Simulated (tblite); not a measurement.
Species: C₂H₁₄SeSi₄.
Structure used (GFN2-xTB), in Å, numbered top down from 1:
```
atom  x, y, z in Å
C1     3.657   -0.339    0.885
C2     2.934   -0.716   -0.390
Se3    1.016   -1.065   -0.106
Si4    0.296    1.079    0.319
Si5   -2.011    0.967   -0.003
Si6   -2.579    0.682   -2.250
Si7   -2.957   -0.616    1.433
H8     3.539   -1.119    1.635
H9     3.266    0.593    1.289
H10    4.719   -0.212    0.681
H11    3.000    0.073   -1.142
H12    3.328   -1.642   -0.811
H13    1.123    1.901   -0.574
H14    0.784    1.409    1.666
H15   -2.446    2.322    0.408
H16   -4.014    0.878   -2.474
H17   -1.888    1.613   -3.145
H18   -2.252   -0.670   -2.702
H19   -3.877   -1.502    0.716
H20   -1.923   -1.453    2.042
H21   -3.723   -0.010    2.524
```

Level: GFN2-xTB in tblite, geometry and Hessian alike; calculated harmonic values, unscaled, isolated species. Against measured fundamentals such values can be off by several per cent, at times by over 20. Modes of hydrogen on silicon can be 10 to 20 % off. One conformer, not necessarily the lowest. The optimisation stopped once no atom felt more than 0.01 eV/Å.

Lowest wavenumbers of the output (negative numbers stand for imaginary wavenumbers):
```
mode    cm-1
  1     -43.8
  2       4.3
  3      23.4
  4      30.1
  5      42.2
  6      59.9
  7      88.4
  8      91.9
```

Is this structure a minimum?

Not by this Hessian. 1 mode is imaginary beyond 20i (44i cm⁻¹), so at this level the point lies at or near a first-order saddle. The curvature is small, so loose convergence or finite differences may be the whole cause.

Which atoms move in the imaginary mode?

44i: H20 (Si–H hydrogen) 34 %, H21 (Si–H hydrogen) 32 %, H19 (Si–H hydrogen) 30 %. These are shares of the mass-weighted motion.

What is the remedy?

Step along that mode in both directions, optimise again with tighter thresholds and repeat the frequencies. The zero-point energy of this point (86.3 kcal/mol) counts the 56 real modes alone, and thermal corrections from it aren't those of a minimum.

On one thread, Arm Neoverse N1 (aarch64), shared host, this took 2.4 s wall. This covers the Hessian and the dipole derivatives.
